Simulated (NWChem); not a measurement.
# MgSiNH$_{5}$; SMILES [SiH3][Mg][NH2]

```xyz
8

Mg     0.0001    -0.7176     0.0009
N      0.0001    -2.6109    -0.0006
H      0.8149    -3.2186    -0.0002
H     -0.8147    -3.2188    -0.0004
Si     0.0002     1.8571     0.0000
H     -1.3348     2.4377    -0.3743
H      0.9871     2.4413    -0.9714
H      0.3428     2.4465     1.3393
```
Atoms are numbered in this order, from 1.

Computed with NWChem. Medium grid unless said otherwise, to which SCAN and Minnesota functionals are sensitive. Coordinates come from a PBE0/def2-SVP optimisation.

For level SCAN/def2-SVP:

| Item | Result |
|---|---|
| highest occupied level (eV) | -5.13 |
| orbital gap (eV) | 4.06 |

How do the values read with level PW91/def2-SVP instead?

The highest occupied level (eV) is -4.89 and the orbital gap (eV) is 3.47.
